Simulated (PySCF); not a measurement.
C2H6BiCl, SMILES [CH3][Bi]([CH3])[Cl].

Geometry optimised at B3LYP-D3(BJ)/def2-SVP. The structure was generated by enumeration; whether it is a known compound was not checked. The def2 effective core potentials stand for the cores of Bi; spin–orbit coupling is left out.

The numbers are results of PySCF with TDA-LC-ωPBE/def2-SVPD, not measurements.

Vertical excitations. The molecule is in vacuum. State labels are in the subgroup Cs.

Problem. Estimate the UV-visible absorptions. (Estimate from the structure and the level; the computed values follow.)

Solution. 
```
state  symmetry  energy (eV)  λ (nm)      f                                                                  main pairs
-----  --------  -----------  ------  -----  --------------------------------------------------------------------------
S1           A'         4.66     266  0.043                                                              HOMO→LUMO 95 %
S2           A"         5.42     229  0.002                                                            HOMO−1→LUMO 95 %
S3           A'         6.31     197  0.022                                                            HOMO−2→LUMO 87 %
S4           A"         6.37     194  0.130                                          HOMO→LUMO+1 73 %, HOMO−3→LUMO 14 %
S5           A"         6.58     188  0.051                                          HOMO−3→LUMO 80 %, HOMO→LUMO+1 14 %
S6           A'         6.71     185  0.120                                        HOMO→LUMO+2 78 %, HOMO−1→LUMO+1 12 %
S7           A'         7.52     165  0.203                                        HOMO−1→LUMO+1 66 %, HOMO−4→LUMO 17 %
S8           A'         7.85     158  0.082                                                            HOMO→LUMO+3 71 %
S9           A'         7.89     157  0.736  HOMO−4→LUMO 38 %, HOMO→LUMO+3 18 %, HOMO−3→LUMO+1 11 %, HOMO−1→LUMO+1 11 %
S10          A"         7.93     156  0.268                                                          HOMO−1→LUMO+2 77 %
T1           A'         3.87     320      0                                                              HOMO→LUMO 93 %
T2           A"         5.00     248      0                                                            HOMO→LUMO+1 79 %
T3           A"         5.04     246      0                                                            HOMO−1→LUMO 94 %
T4           A'         5.43     228      0                                        HOMO→LUMO+2 43 %, HOMO−1→LUMO+1 22 %
```
Triplets are in the Tamm–Dancoff approximation.
